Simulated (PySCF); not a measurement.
NbF4Cl, SMILES [F][Nb]([F])([F])([F])[Cl], multiplicity 1. Heavy atoms are numbered as in [Nb:1]([F:2])([F:3])([F:4])([F:5])[Cl:6].

Geometry optimised at B3LYP-D3(BJ)/def2-SVP. The multiplicity is an assumed one; no other spin state was optimised. The structure was generated by enumeration; whether it is a known compound was not checked. The def2 effective core potentials stand for the cores of Nb; spin–orbit coupling is left out.

Method: M06-2X/def2-TZVP in PySCF.

Atomic charges (e), one atom of each kind:

```
atom  Löwdin  Mulliken
----  ------  --------
Nb1     0.76      1.97
F2     -0.23     -0.43
Cl6     0.18     -0.24
```
